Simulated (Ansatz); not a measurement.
Consider the silylene formation by 1,1-elimination: `F[SiH2]S[SiH](F)F` → `F[SiH](F)S` + `F[SiH]`.

Isolated molecules relaxed with PBE0-D4/def2-TZVP in Ansatz; ΔE leaves out vibrations. CCSD(T)/CBS adds triple-zeta CCSD(T) − MP2 to the extrapolated MP2 energy (def2 sets, frozen cores). This one scheme is used for every species. Functionals use def2-TZVPP. Each species was taken in one conformer, which may not be the lowest.

| species | r2SCANh energy (Eh) |
| --- | --- |
| `F[SiH2]S[SiH](F)F` | -1278.72245 |
| `F[SiH](F)S` | -888.70782 |
| `F[SiH]` | -389.90332 |

(1) Work out ΔE.

(2) What do rigid-rotor, harmonic-oscillator terms from PBE0-D4/def2-TZVP frequencies (298.15 K, 1 bar) make of the CCSD(T)/CBS value? (Estimate.)

Largest T1 diagnostic among the species: 0.015.

## Answers

(1) ΔE = (-888.70782) + (-389.90332) − (-1278.72245) = 0.11131 Eh = +292.2 kJ/mol. CCSD(T)/CBS gives +273.0 kJ/mol.

(2) Ansatz gave: ΔZPE = -14.0 kJ/mol, ΔH = +262.0 kJ/mol, ΔS = 163 J/(mol·K), ΔG = +213.2 kJ/mol. Modes under 50 cm⁻¹ make the entropy rough.

In def2-TZVPP, CCSD(T) changes the Hartree–Fock value by +6.0 kJ/mol (the triples alone add +3.8 kJ/mol) and MP2 by +28.1 kJ/mol. Leaving LDA and LC-ωPBE aside and taking each functional with its dispersion term where it has one, the values, not all of them listed here, spread over 46.9 kJ/mol, from BLYP-D4 to r2SCAN0-D4. LDA lies +32.0 kJ/mol from PBE without D4. From BLYP to BHLYP (50 % exact exchange), in def2-TZVPP and without D4, ΔE moves by +36.2 kJ/mol.
